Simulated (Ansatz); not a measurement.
Compare A (`C[Se][SiH](O)F`) with its isomer B (`CO[SiH](F)[SeH]`).

Gas-phase electronic energies from Ansatz, PBE0-D4/def2-TZVP geometries. CBS: MP2 limit from def2 TZ/QZ plus the TZ coupled-cluster correction, frozen cores. Functionals use def2-TZVPP. B3LYP here is the variant with VWN-RPA as its local correlation; programs differ in this. For Se outer-core shells are correlated without core-valence functions, which leaves a few kJ/mol of doubt a bond. Scalar relativity is left out up to krypton. One conformer a species, not always the lowest.

A:

Z-matrix (Å, degrees):
```
C
Se 1 1.962
H 1 1.088 2 106.1
H 1 1.087 2 110.5 3 118.9
H 1 1.088 2 110.3 3 -118.5
Si 2 2.254 1 95.1 3 -179.1
F 6 1.594 2 104.9 1 -178.3
O 6 1.630 2 112.9 1 60.7
H 6 1.475 2 114.0 1 -59.0
H 8 0.960 6 117.4 2 47.6
```

B:

Z-matrix (Å, degrees):
```
C
O 1 1.412
H 1 1.094 2 111.3
H 1 1.094 2 111.1 3 121.4
H 1 1.090 2 107.8 3 -119.6
Si 2 1.621 1 126.2 3 -51.4
Se 6 2.264 2 112.7 1 55.0
F 6 1.586 2 104.4 1 176.0
H 6 1.479 2 113.4 1 -65.9
H 7 1.470 6 91.9 2 51.8
```

Task: Which isomer does CCSD(T)/CBS put lower? Give the gap. (Estimate.)

Result: The calculation gave: A, by 12.7 kcal/mol.

Task: Give E(B) − E(A) in kcal/mol with CCSD/def2-TZVPP, ωB97M-V, HF/def2-TZVPP, B3LYP-D4, B3LYP, PBE0-D4, PBE-D4. (Best estimate.)

Result: Computed: CCSD/def2-TZVPP 12.0, ωB97M-V 12.1, HF/def2-TZVPP 9.3, B3LYP-D4 11.4, B3LYP 11.2, PBE0-D4 12.4, PBE-D4 12.7. None reverses the order clearly.

Largest T1 diagnostic: 0.011.

In def2-TZVPP, CCSD(T) changes the Hartree–Fock value by +3.2 kcal/mol (the triples alone add +0.5 kcal/mol) and MP2 by +4.9 kcal/mol.
